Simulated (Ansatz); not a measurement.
The same path of BFGeH4S (8 atoms, charge 0, multiplicity 1) was run twice with different band settings. The coordinate that changes most is the dihedral F1–B2–Ge3–H7.

These are results of RKS PBE-D4/def2-SVP in Ansatz, not measurements.

Relaxed end points:

```xyz
8
Properties=species:S:1:pos:R:3
F -1.732 -1.296 0.491
B -0.820 -0.458 0.981
Ge 0.110 0.901 -0.264
S 1.749 -0.620 -0.762
H -0.442 -0.624 2.130
H -0.561 1.401 -1.573
H 0.886 2.053 0.421
H 0.903 -1.413 -1.480
```

```xyz
8
Properties=species:S:1:pos:R:3
F -0.826 -0.435 2.220
B -0.882 -0.495 0.894
Ge 0.109 0.890 -0.280
S 1.832 -0.543 -0.733
H -1.413 -1.473 0.387
H -0.551 1.357 -1.606
H 0.799 2.084 0.425
H 1.023 -1.443 -1.362
```

Common settings: climbing image yes; spring 5.0 eV/Å²; optimiser quadratic models (default); start path through a guess of the saddle point; force threshold 0.05 eV/Å; iteration limit 60; end points relaxed.

| run | movable images |
| --- | --- |
| 1 | 5 |
| 2 | 1 |

Problem. What does each run give, and how far can it be trusted?

Solution. Run 1: converged after 17 iterations, highest image 0.049 eV above the first end. A vibrational analysis at the climbing image gives one clearly imaginary mode, 42i cm⁻¹: a first-order saddle point.
Run 2: converged after 19 iterations, highest image 0.050 eV above the first end. The dihedral F1–B2–Ge3–H7 jumps by 93° between images 0 and 1, so the path isn't resolved there. Another band between the same ends (5 images) ends at a top of the same energy, where a vibrational analysis finds 1 clearly imaginary mode. So few images can step over the top or miss a turn of the path.
